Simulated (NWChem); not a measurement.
System: hexafluorodisilane (Si2F6); SMILES F[Si](F)(F)[Si](F)(F)F

Here is an NWChem input.

```
start job
memory heap 200 mb stack 900 mb global 1100 mb
geometry units angstroms
  F      1.904699    -0.290369    -1.232135
  Si     1.115335    -0.062547     0.120740
  F      1.776189     1.233471     0.744348
  F      1.603355    -1.239452     1.059888
  Si    -1.115335     0.062547    -0.120739
  F     -1.603879     1.245591    -1.051869
  F     -1.774976    -1.229621    -0.753553
  F     -1.905395     0.280357     1.233377
end
basis spherical
  * library def2-svp
end
dft
  xc pbe0
  iterations 150
end
driver
  maxiter 120
end
task dft optimize
task dft freq
```

Output (shortened):

```
             Northwest Computational Chemistry Package (NWChem) 7.3.0
             --------------------------------------------------------

 C3  symmetry detected

                             Geometry "geometry" -> ""
                             -------------------------

 Output coordinates in angstroms (scale by  1.889725989 to convert to a.u.)

  No.       Tag          Charge          X              Y              Z
 ---- ---------------- ---------- -------------- -------------- --------------
    1 F                    9.0000     0.37361765    -1.39357647     1.77445908
    2 Si                  14.0000     0.00000000    -0.00000000     1.12359348
    3 F                    9.0000     1.02006379     1.02035061     1.77445908
    4 F                    9.0000    -1.39368145     0.37322585     1.77445908
    5 Si                  14.0000     0.00000000     0.00000000    -1.12359349
    6 F                    9.0000     1.39625812    -0.36346814    -1.77445907
    7 F                    9.0000    -1.01290170    -1.02746093    -1.77445907
    8 F                    9.0000    -0.38335642     1.39092907    -1.77445907

 Effective nuclear repulsion energy (a.u.)     620.6423542687

      Symmetry information
      --------------------

 Group name             C3
 Group number              5
 Group order               3
 No. of unique centers     4

                                Z-matrix (autoz)
                                --------

 Units are Angstrom for bonds and degrees for angles

      Type          Name      I     J     K     L     M      Value
      ----------- --------  ----- ----- ----- ----- ----- ----------
    1 Stretch                  1     2                       1.58280
    2 Stretch                  2     3                       1.58280
    3 Stretch                  2     4                       1.58280
    4 Stretch                  2     5                       2.24719
    5 Stretch                  5     6                       1.58281
    6 Stretch                  5     7                       1.58281
    7 Stretch                  5     8                       1.58281
    8 Bend                     1     2     3               104.26217
    9 Bend                     1     2     4               104.26217
   10 Bend                     1     2     5               114.28088
   11 Bend                     2     5     6               114.28088
   12 Bend                     2     5     7               114.28088
   13 Bend                     2     5     8               114.28088
   14 Bend                     3     2     4               104.26217
   15 Bend                     3     2     5               114.28088
   16 Bend                     4     2     5               114.28088
   17 Bend                     6     5     7               104.26218
   18 Bend                     6     5     8               104.26218
   19 Bend                     7     5     8               104.26218
   20 Torsion                  1     2     5     6         -60.40078
   21 Torsion                  1     2     5     7          59.59922
   22 Torsion                  1     2     5     8         179.59922
   23 Torsion                  3     2     5     6          59.59922
   24 Torsion                  3     2     5     7         179.59922
   25 Torsion                  3     2     5     8         -60.40078
   26 Torsion                  4     2     5     6         179.59922
   27 Torsion                  4     2     5     7         -60.40078
   28 Torsion                  4     2     5     8          59.59922

                           NWChem Geometry Optimization
                           ----------------------------

[...]

      ----------------------
      Optimization converged
      ----------------------

  Step       Energy      Delta E   Gmax     Grms     Xrms     Xmax
  ---- ---------------- -------- -------- -------- -------- --------
@    4   -1176.94798513 -1.5D-07  0.00000  0.00000  0.00040  0.00059
                                     ok       ok       ok       ok

                                Z-matrix (autoz)
                                --------

 Units are Angstrom for bonds and degrees for angles

      Type          Name      I     J     K     L     M      Value     Gradient
      ----------- --------  ----- ----- ----- ----- ----- ---------- ----------
    1 Stretch                  1     2                       1.59986   -0.00000
    2 Stretch                  2     3                       1.59986   -0.00000
    3 Stretch                  2     4                       1.59986   -0.00000
    4 Stretch                  2     5                       2.31591    0.00000
    5 Stretch                  5     6                       1.59986   -0.00000
    6 Stretch                  5     7                       1.59986   -0.00000
    7 Stretch                  5     8                       1.59986   -0.00000
    8 Bend                     1     2     3               108.37315    0.00000
    9 Bend                     1     2     4               108.37315    0.00000
   10 Bend                     1     2     5               110.54815   -0.00000
   11 Bend                     2     5     6               110.54800   -0.00000
   12 Bend                     2     5     7               110.54800   -0.00000
   13 Bend                     2     5     8               110.54800   -0.00000
   14 Bend                     3     2     4               108.37315    0.00000
   15 Bend                     3     2     5               110.54815   -0.00000
   16 Bend                     4     2     5               110.54815   -0.00000
   17 Bend                     6     5     7               108.37330    0.00000
   18 Bend                     6     5     8               108.37330    0.00000
   19 Bend                     7     5     8               108.37330    0.00000
   20 Torsion                  1     2     5     6         -60.34731   -0.00000
   21 Torsion                  1     2     5     7          59.65269   -0.00000
   22 Torsion                  1     2     5     8         179.65269   -0.00000
   23 Torsion                  3     2     5     6          59.65269   -0.00000
   24 Torsion                  3     2     5     7         179.65269   -0.00000
   25 Torsion                  3     2     5     8         -60.34731   -0.00000
   26 Torsion                  4     2     5     6         179.65269   -0.00000
   27 Torsion                  4     2     5     7         -60.34731   -0.00000
   28 Torsion                  4     2     5     8          59.65269   -0.00000

[...]

 Rotational Constants
 --------------------
 A=   0.065897 cm-1  (  0.094809 K)
 B=   0.031220 cm-1  (  0.044918 K)
 C=   0.031220 cm-1  (  0.044918 K)

 Temperature                      =   298.15K
 frequency scaling parameter      =   1.0000

 Zero-Point correction to Energy  =   12.374 kcal/mol  (  0.019720 au)
 Thermal correction to Energy     =   18.262 kcal/mol  (  0.029102 au)
 Thermal correction to Enthalpy   =   18.854 kcal/mol  (  0.030046 au)

 Total Entropy                    =   96.848 cal/mol-K
   - Translational                =   41.280 cal/mol-K (mol. weight = 169.9443)
   - Rotational                   =   27.413 cal/mol-K (symmetry #  =        3)
   - Vibrational                  =   28.154 cal/mol-K

 Cv (constant volume heat capacity) =   29.321 cal/mol-K
   - Translational                  =    2.979 cal/mol-K
   - Rotational                     =    2.979 cal/mol-K
   - Vibrational                    =   23.362 cal/mol-K

[normal modes left out]

 ----------------------------------------------------------------------------
 Normal Eigenvalue ||           Projected Infra Red Intensities
  Mode   [cm**-1]  || [atomic units] [(debye/angs)**2] [(KM/mol)] [arbitrary]
 ------ ---------- || -------------- ----------------- ---------- -----------
    1       -0.000 ||    0.000000           0.000         0.000       0.000
    2       -0.000 ||    0.000000           0.000         0.000       0.000
    3       -0.000 ||    0.000000           0.000         0.000       0.000
    4       -0.000 ||    0.000000           0.000         0.000       0.000
    5        0.000 ||    0.000000           0.000         0.000       0.000
    6        0.000 ||    0.000000           0.000         0.000       0.000
    7       21.562 ||    0.000000           0.000         0.000       0.000
    8       90.281 ||    0.004263           0.098         4.156       0.872
    9       90.290 ||    0.004263           0.098         4.156       0.872
   10      186.135 ||    0.000000           0.000         0.000       0.000
   11      186.140 ||    0.000000           0.000         0.000       0.000
   12      213.723 ||    0.000000           0.000         0.000       0.000
   13      291.675 ||    0.031295           0.722        30.508       6.404
   14      291.677 ||    0.031294           0.722        30.507       6.404
   15      321.916 ||    0.000000           0.000         0.000       0.000
   16      321.919 ||    0.000000           0.000         0.000       0.000
   17      384.047 ||    0.227746           5.254       222.018      46.603
   18      534.769 ||    0.000000           0.000         0.000       0.000
   19      819.969 ||    0.246118           5.678       239.928      50.362
   20      910.739 ||    0.000000           0.000         0.000       0.000
   21      993.961 ||    0.000000           0.000         0.000       0.000
   22      993.963 ||    0.000000           0.000         0.000       0.000
   23     1003.717 ||    0.313943           7.243       306.048      64.241
   24     1003.717 ||    0.313943           7.243       306.047      64.241
 ----------------------------------------------------------------------------
```

Level: PBE0/def2-SVP. The printed entropy takes a lower symmetry number than the molecule has.
